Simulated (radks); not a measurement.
Values are calculated unless marked as measured or tabulated.
Problem. Coherent X-ray form factor from a spherical all-electron density. Code: a radial shooting solver on a logarithmic mesh with Libxc functionals. Model: non-relativistic Kohn-Sham, TPSS, spin-polarised, spherical densities, point nucleus; meta-GGA in the generalised Kohn-Sham scheme.

| sin(theta)/lambda (1/angstrom) | f0 (electrons) |
|---|---|
| 0.05 | 64.792 |
| 0.1 | 64.178 |
| 0.15 | 63.181 |
| 0.2 | 61.838 |
| 0.25 | 60.198 |
| 0.3 | 58.317 |
| 0.4 | 54.060 |
| 0.5 | 49.500 |
| 0.6 | 44.978 |
| 0.8 | 36.803 |
| 1 | 30.155 |
| 1.25 | 23.877 |
| 1.5 | 19.536 |
| 2 | 14.781 |

The species is in the configuration that NIST lists as its ground one. Which atom or ion scatters so?

Solution. The bismuth ion Bi18+, [Kr] 4d10 4f14 5s2 5p3. Extrapolating in s^2 from the first two rows gives f0(0) = 65.0, near the electron count 65; among species with that count, the fall with angle is slower the higher Z, and the table is that of Z = 83; from so few rows the species is fixed only to a neighbour or two.
